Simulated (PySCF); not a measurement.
Species: CHBCl2Se.
SMILES: `ClB(Cl)C=[Se]`

Method: EOM-IP-CCSD/aug-cc-pVDZ in PySCF, restricted Hartree–Fock reference, frozen core, non-relativistic, gas phase, PBE0-D3(BJ)/def2-SVP geometry.

Hartree–Fock orbital energies give these Koopmans values (eV): HOMO 9.42, HOMO-1 11.02, HOMO-2 12.65, HOMO-3 12.96, HOMO-4 12.99, HOMO-5 14.31, HOMO-6 14.54, HOMO-7 15.94.

Task: What vertical ionisation energies does EOM-IP-CCSD give?

Result: 
```tsv
leading hole (HF orbital)	Koopmans (eV)	EOM-IP-CCSD (eV)	change (eV)	one-hole share
HOMO	9.42	8.79	-0.63	0.95
HOMO-1	11.02	11.22	+0.20	0.96
HOMO-2	12.65	11.65	-1.00	0.95
HOMO-3	12.96	11.86	-1.10	0.95
HOMO-4	12.99	12.08	-0.91	0.95
HOMO-5	14.31	13.31	-1.00	0.95
HOMO-6	14.54	13.68	-0.86	0.94
HOMO-7	15.94	14.59	-1.35	0.92
```

Task: Does the order of the lines follow the orbital energies?

Result: Yes, no two lines change places. The corrections run from -1.35 to +0.20 eV, with a mean of -0.83 eV over the 8 lines; EOM-IP-CCSD lies above the Koopmans value for HOMO-1. Koopmans values leave out both the relaxation of the orbitals and the change in correlation energy.

Task: At what kinetic energies would He I light (21.22 eV) eject these electrons?

Result: 12.43 eV (HOMO), 10.00 eV (HOMO-1), 9.57 eV (HOMO-2), 9.36 eV (HOMO-3), 9.14 eV (HOMO-4), 7.91 eV (HOMO-5), 7.54 eV (HOMO-6), 6.63 eV (HOMO-7).

Task: What total energy has the lowest final state, and which wavelength reaches it?

Result: E(CCSD) + ionisation energy = -3382.70961 + 0.32293 = -3382.38668 Eh, at the geometry of the initial state. The threshold wavelength is 1239.84 eV nm/8.79 eV = 141.1 nm.

One root was sought for each valence orbital with −ε under 21 eV, eight at most, so deeper holes and satellites are missing; no vibrational structure.

The values belong to the conformer `[Cl:1][B:2]([Cl:3])[CH:4]=[Se:5]`: Cl1–B2–C4–Se5 -11°.
